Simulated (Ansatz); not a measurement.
BrFMg, SMILES `[F][Mg][Br]`, relaxed with RKS PBE-D4/def2-SVP in Ansatz 0.2.0 from a rough embedded geometry. The force threshold is 0.03 eV/Å; the program also tests the step.

Total charge 0; spin multiplicity 1.

Start:

```xyz
3

F    -0.553    1.874   -0.773
Mg   -0.045    0.183   -0.079
Br    0.597   -2.057    0.852
```

(1) How much energy does the relaxation release, and in how many steps? (Estimate.)

(2) Which bonds change most? (Estimate.)

(3) Give the relaxed structure. (Best estimate.)

## Answers

(1) Computed: 25.13 kJ/mol, in 3 steps.

(2) Ansatz gave: Mg2–Br3 from 2.509 to 2.348 Å; F1–Mg2 from 1.897 to 1.768 Å.

(3) The calculation gave: 
```xyz
3

F    -0.512    1.750   -0.724
Mg   -0.050    0.173   -0.072
Br    0.562   -1.923    0.795
```
